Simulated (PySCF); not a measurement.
**How methods differ on the ionisation energy of Se(2+)**

Se(2+) [Ar] 3d10 4s2 4p2 (3P) → Se(3+) [Ar] 3d10 4s2 4p1 (2P), as a difference of total energies. All numbers are calculated (PySCF 2.14, no relativity, point nucleus, in def2-SVP (5s4p3d, 32 functions)). Correlated levels: valence: [Ar] 3d10 frozen. The calculations carry no spin-orbit coupling.

```
           method  ionisation energy (eV)  difference from reference (eV)
              UHF                  30.926                          -0.771
              LDA                  31.741                          +0.044
             TPSS                  31.609                          -0.088
    MP2 (valence)                  31.194                          -0.503
SCS-MP2 (valence)                  31.125                          -0.572
   CCSD (valence)                  31.221                          -0.476
CCSD(T) (valence)                  31.228                          -0.469
```

Reference: 31.697 ± 0.019 eV (measured; NIST Atomic Spectra Database, ionization energies).

These non-relativistic numbers lack the scalar-relativistic shift.

The reference lies between the lowest fine-structure levels, while these numbers refer to the centres of the terms.

Errors of the correlated levels include the incompleteness of this basis and the frozen core.
